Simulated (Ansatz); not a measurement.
Reaction (SMILES): [Ge]=[S] (S-Ge) (closed-shell singlet) → Ge atom + S atom
B3LYP-D3(BJ)/def2-TZVP geometries, fixed; electronic energies without zero-point terms.
Largest species:
```xyz
2

Ge     0.0000     0.0000    -0.6762
S      0.0000     0.0000     1.3523
```

Energies in hartree at MP2 with Ansatz (an electronic-structure program); the atomisation energy is their sum with the coefficients shown, times 627.509 kcal/mol a hartree. All functions are spherical. Cores are frozen (with 3d on Ga to Br). Open shells are unrestricted. No added dispersion term, no relativity.

```tsv
species	coefficient	part	cc-pV(D+d)Z	cc-pV(T+d)Z	cc-pV(Q+d)Z
[S]=[Ge] (S-Ge) (closed-shell singlet)	-1	Hartree-Fock	-2472.90402	-2472.98926	-2472.99545
[S]=[Ge] (S-Ge) (closed-shell singlet)	-1	correlation	-0.20296	-0.25581	-0.27653
Ge atom	+1	Hartree-Fock	-2075.29166	-2075.36107	-2075.36359
Ge atom	+1	correlation	-0.04017	-0.05006	-0.05352
S atom	+1	Hartree-Fock	-397.49702	-397.50938	-397.51264
S atom	+1	correlation	-0.08551	-0.11680	-0.12763
```

Task: Predict the atomisation energy in cc-pV(5+d)Z (X = 5): let each Hartree-Fock step shrink by the ratio of the last two, and fit each correlation energy at X = 3 and 4 to E + A/X^3. Compare with the run.

Result: 
- [S]=[Ge] (S-Ge) (closed-shell singlet): steps -0.08524 and -0.00619, ratio 0.073, so Hartree-Fock -2472.99590 (run: -2472.99628); A = (-0.25581 - (-0.27653))/(1/27 - 1/64) = 0.9677, correlation -0.27653 - A/64 + A/125 = -0.28391 (run: -0.28592).
- Ge atom: steps -0.06941 and -0.00252, ratio 0.036, so Hartree-Fock -2075.36368 (run: -2075.36384); A = (-0.05006 - (-0.05352))/(1/27 - 1/64) = 0.1616, correlation -0.05352 - A/64 + A/125 = -0.05475 (run: -0.05524).
- S atom: steps -0.01236 and -0.00326, ratio 0.264, so Hartree-Fock -397.51350 (run: -397.51318); A = (-0.11680 - (-0.12763))/(1/27 - 1/64) = 0.5058, correlation -0.12763 - A/64 + A/125 = -0.13149 (run: -0.13243).
Predicted 135.79 kcal/mol; the run in cc-pV(5+d)Z gives 136.49, a miss of -0.70. Keeping the value in cc-pV(Q+d)Z, 134.66, would miss by -1.83. All sums are of the energies as printed.
